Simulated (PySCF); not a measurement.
**Electron correlation in Pt (platinum, neutral)**

Starting occupation: [Xe] 4f14 5d10. Computed with PySCF 2.14 in x2c-SVPall-2c with one added diffuse shell each of s, d type (8s9p10d2f, 99 functions), with X2C-1e with screened-nucleus spin-orbit coupling, Gaussian nucleus. Frozen: [Kr] 4d10 4f14; 18 electrons correlated; the 22 highest virtual spinors left out.

MP2 pair energies summed by pair of shells (mhartree):

| pair | energy | share (%) |
| --- | --- | --- |
| 5d3/2-5d5/2 | -109.58 | 34.2 |
| 5d5/2-5d5/2 | -80.13 | 25.0 |
| 5d3/2-5d3/2 | -32.41 | 10.1 |
| 5d5/2-5p3/2 | -25.06 | 7.8 |
| 5d3/2-5p3/2 | -17.38 | 5.4 |
| 5d5/2-5p1/2 | -10.85 | 3.4 |
| 5p3/2-5p3/2 | -10.71 | 3.3 |
| 5p1/2-5p3/2 | -9.58 | 3.0 |
| 5d3/2-5p1/2 | -7.21 | 2.2 |
| 5d5/2-5s1/2 | -5.08 | 1.6 |
| 5d3/2-5s1/2 | -3.50 | 1.1 |
| 5p3/2-5s1/2 | -3.17 | 1.0 |
| 5p1/2-5p1/2 | -2.60 | 0.8 |
| 5s1/2-5s1/2 | -1.70 | 0.5 |
| 5p1/2-5s1/2 | -1.50 | 0.5 |

Total MP2 correlation energy: -320.45 mhartree.

This basis was not built for core-valence correlation, so the inner-shell part is incomplete.
